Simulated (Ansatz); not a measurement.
CH$_{4}$Cl$_{2}$Ge (`[CH3][GeH]([Cl])[Cl]`). Charge 0, multiplicity 1. The geometry is a stationary point of PBE0-D4/def2-TZVP.

```xyz
8

C     0.324    0.496    0.920
Ge   -0.103   -0.471   -0.696
Cl   -0.356    0.936   -2.300
Cl   -1.980   -1.480   -0.425
H     0.422   -0.204    1.750
H     1.260    1.039    0.785
H    -0.478    1.202    1.134
H     0.910   -1.519   -1.168
```

Q: What is the dipole moment at PBE/def2-TZVPP? (An estimate is asked.)

A: Ansatz gave: 2.62 D, with components (1.87, 0.17, 1.83) D in this frame, pointing from negative to positive charge.

Q: And with r2SCAN, B3LYP, ωB97M-V? (An estimate is asked.)

A: Ansatz gave: r2SCAN 2.72 D, B3LYP 2.69 D, ωB97M-V 2.70 D.

Q: Give the Mulliken charges with PBE, ωB97M-V, B3LYP in def2-TZVPP. (Estimate.)

A: Computed: 
| atom | PBE | ωB97M-V | B3LYP |
| --- | --- | --- | --- |
| C1 | -0.34 | -0.41 | -0.35 |
| Ge2 | 0.53 | 0.49 | 0.57 |
| Cl3 | -0.29 | -0.28 | -0.30 |
| Cl4 | -0.29 | -0.28 | -0.30 |
| H5 | 0.12 | 0.14 | 0.12 |
| H6 | 0.12 | 0.14 | 0.12 |
| H7 | 0.13 | 0.15 | 0.13 |
| H8 | 0.01 | 0.04 | 0.02 |

B3LYP here is the variant with VWN-RPA as its local correlation; programs differ in this.
